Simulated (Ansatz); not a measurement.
The same path of CH5FOSiTe (10 atoms, charge 0, multiplicity 1) was run twice with different band settings. Lost on the way: Si3–H9. Made: O4–H9.

Computed with RKS BLYP-D4/def2-SVP in Ansatz 0.2.0.

Relaxed end points:

```xyz
10
Properties=species:S:1:pos:R:3
C -1.542 -0.326 0.907
Te -0.085 1.316 1.263
Si 1.138 0.648 -0.841
O 1.575 -0.969 -0.771
F 0.148 0.724 -2.143
H -0.978 -1.242 0.663
H -2.198 -0.035 0.071
H -2.118 -0.457 1.839
H 2.289 1.570 -1.095
H 1.854 -1.280 0.110
```

```xyz
10
Properties=species:S:1:pos:R:3
C -1.534 -0.470 0.924
Te 0.109 0.909 1.493
Si 0.711 1.555 -1.058
O 1.970 -0.241 -0.998
F -0.498 0.679 -1.806
H -1.289 -1.484 1.282
H -1.611 -0.441 -0.177
H -2.463 -0.103 1.395
H 2.920 0.008 -1.010
H 1.769 -0.462 -0.042
```

Common settings: spring 5.0 eV/Å²; optimiser quadratic models (default); start path through a guess of the saddle point; force threshold 0.05 eV/Å; iteration limit 60; end points relaxed.

| run | movable images | climbing image |
| --- | --- | --- |
| 1 | 9 | yes |
| 2 | 6 | no |

Task: What does each run give, and how far can it be trusted?

Result: Run 1: converged after 15 iterations, highest image 2.769 eV above the first end. Neighbouring images differ by up to 1.2 eV, so the band resolves the path poorly. A vibrational analysis at the climbing image gives one clearly imaginary mode, 1308i cm⁻¹: a first-order saddle point.
Run 2: converged after 18 iterations, highest image 2.311 eV above the first end. Neighbouring images differ by up to 1.7 eV, so the band resolves the path poorly. No image climbed, so the highest image needn't sit at the top of the path.
The orbitals stay closed-shell, which can raise the energy where a bond breaks towards radicals; this wasn't checked here.
